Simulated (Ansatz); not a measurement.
CH₅FSSn (`FC[S][SnH3]`), relaxed with RKS PBE0-D4/def2-TZVP in Ansatz 0.2.0 from a GFN2-xTB geometry. The force threshold is 0.005 eV/Å; the program also tests the step.

Total charge 0; spin multiplicity 1. Sn: def2 effective core potential.

Start:

```xyz
9

F     0.750   -1.546    0.888
C     1.212   -0.281    1.072
S    -0.133    0.928    1.103
Sn   -1.191    0.378   -0.991
H     1.907   -0.063    0.260
H     1.708   -0.232    2.042
H    -2.379    1.518   -1.216
H    -0.046    0.460   -2.217
H    -1.828   -1.163   -0.941
```

(1) By how much does the energy fall, and how many steps does the optimiser take? (Best estimate.)

(2) Which bonds change most? (Estimate.)

(3) Give the relaxed structure. (Estimate.)

Results:

(1) The calculation gave: 1.18 kcal/mol, in 12 steps, 1 of them rejected.

(2) Computed: Sn4–H7 from 1.662 to 1.703 Å; Sn4–H9 from 1.669 to 1.702 Å; Sn4–H8 from 1.680 to 1.706 Å; F1–C2 from 1.359 to 1.378 Å.

(3) Computed: 
```xyz
9

F     0.939   -1.599    0.904
C     1.209   -0.256    1.046
S    -0.281    0.736    1.213
Sn   -1.218    0.344   -0.974
H     1.798    0.056    0.181
H     1.783   -0.114    1.964
H    -2.264    1.652   -1.276
H     0.101    0.313   -2.056
H    -2.067   -1.132   -1.002
```
